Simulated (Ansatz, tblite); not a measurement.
Forces on Li₅N₂ at its B3LYP-D4/def2-TZVP geometry. Charge 0, multiplicity 2.

The xTB rows come from tblite. Another isomer (doublet) lies 0.60 eV lower at PBE0-D4/def2-TZVP; other spin states weren't run for this one.

GFN1-xTB (tblite), largest force 7.37 eV/Å:

```xyz
7
positions Å, forces eV/Å
Li    0.333    2.013   -0.459   -0.401    0.605    0.583
Li   -1.324    1.790    1.902    0.267   -0.336   -0.386
Li    1.204   -0.227    0.971   -0.430    0.238    0.945
Li    0.223   -2.670   -0.346   -0.369   -0.521    0.516
Li   -1.332   -0.209   -0.775   -0.726    0.235    0.742
N     0.413   -0.984   -0.600    1.171    7.091   -1.630
N     0.484    0.288   -0.692    0.489   -7.313   -0.770
```

GFN2-xTB (tblite), largest force 1.11 eV/Å:

```
Li -0.346 0.870 0.508
Li 0.327 -0.285 -0.478
Li -0.192 -0.012 0.756
Li -0.369 -0.561 0.488
Li -0.662 -0.039 0.459
N 0.640 -0.104 -0.902
N 0.601 0.130 -0.831
```

PBE-D4/def2-TZVP (Ansatz), largest force 0.31 eV/Å:

```
Li -0.017 0.206 0.024
Li 0.028 -0.034 -0.037
Li 0.051 -0.019 0.215
Li -0.061 -0.252 0.087
Li -0.212 -0.022 0.027
N 0.128 0.198 -0.202
N 0.083 -0.078 -0.113
```
